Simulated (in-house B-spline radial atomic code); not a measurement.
Configurations of the neon ion Ne²⁺, with energies counted from [He] 2s2 2p4. Method: non-relativistic CAM-B3LYP, spin-polarised, spherical fractional occupations, exact exchange averaged over the configuration, point nucleus. Calculated with a B-spline radial code for spherical atoms. Shells without spins written out take the highest spin.

Occupations are held fixed; configurations that lie above the ionisation limit could autoionise.

```csv
configuration,E - E(ref) (eV),highest orbital,its <r> (bohr)
[He] 2s1 2p5,23.699,2p down,0.8309
[He] 2s2 2p3 3p1,43.072,3p up,2.754
[He] 2s2 2p3 3d1,48.854,3d up,3.117
```

Order these further configurations by energy, lowest first.
A. [He] 2s1 2p4 3s1
B. [He] 2s1 2p4 3d1
C. [He] 2s2 2p3 3s1
D. [He] 2s1 2p4 3p1

C (38.41 eV), A (61.077 eV), D (65.771 eV), B (71.474 eV).
